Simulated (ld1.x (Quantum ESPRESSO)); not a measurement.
**Which change was made? (O, RRKJ)**

| Property | Result |
| --- | --- |
| Element | oxygen |
| Generator | ld1.x (Quantum ESPRESSO) 7.5 |
| Type | norm-conserving RRKJ (Kleinman–Bylander form) |
| Functional | PBE |
| Relativity | non-relativistic |
| Frozen core | [He] |
| Valence charge | 6 |
| Reference configuration | 2s2 2p4 |
| Partial waves | 2s (bound): rc 0.80 bohr; 2p (bound): rc 1.60 bohr |
| Local potential | the p channel |
| Core correction | none |
| rho0 | 0.01 |

Cutoffs, loose and tight: the cutoffs (Ry, on a coarse ladder) from which the occupation-weighted sum of valence levels, in a spherical-Bessel basis at the reference potential, stays within 10 and 1 mRy of its value at 400 Ry. They do not see the model core or the augmentation charge, which bear on the density cutoff. Test errors are all-electron minus pseudo excitation energies from the reference, over the configurations 2s2 2p3; 2s2 2p2; 2s2 2p1; 2s2 2p3.5; 2s2 2p4.3; 2s1 2p4; 2s1 2p5; variants that change the core or the reference have their own tests.

The base gives: outcome: generated; cutoff, loose: 120 Ry; cutoff, tight: 180 Ry; bound ghosts: none; largest test error (meV): +756.

(1) After one change the result is: outcome: generated; cutoff, loose: 100 Ry; cutoff, tight: 140 Ry; bound ghosts: none; largest test error (meV): +1185. Which change was it?
A. reference 2s1 2p5
B. wave 2s (bound): rc 0.80 bohr becomes 2s (bound): rc 0.66 bohr
C. type TM; rho0 0

## Answers

(1) A. The others give: type TM; rho0 0 → outcome: generated; cutoff, loose: 80 Ry; cutoff, tight: 200 Ry; bound ghosts: none; largest test error (meV): +789 | wave 2s (bound): rc 0.80 bohr becomes 2s (bound): rc 0.66 bohr → outcome: generated; cutoff, loose: 230 Ry; cutoff, tight: over 300 Ry; bound ghosts: none; largest test error (meV): +769.
